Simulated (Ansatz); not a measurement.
H2W, SMILES [WH2] (connectivity only; charge and spin as stated), neutral, multiplicity 5.

The structure is a stationary point at PBE-D3(BJ)/def2-TZVPD. The multiplicity is an assumed one; other spin states were not compared. The def2 effective core potentials stand for the cores of W; spin–orbit coupling is left out.

Two levels are set side by side: PBE/def2-TZVPD (Ansatz, a first-principles code) and PBE0/def2-TZVPD (Ansatz). Energy differences of separate SCF runs at the same geometry; the states with an electron removed or added have multiplicity 4 and 6. Differences are taken from unrounded values.

```tsv
quantity	PBE0
vertical ionisation energy (eV)	8.55
```

Question: What does PBE give, and how far is it from PBE0? (Estimate from the structure and the level; the computed values follow.)

Answer: 
```tsv
quantity	PBE	PBE minus PBE0
vertical ionisation energy (eV)	8.56	0.01
```

Here PBE gives about what the other level gives.
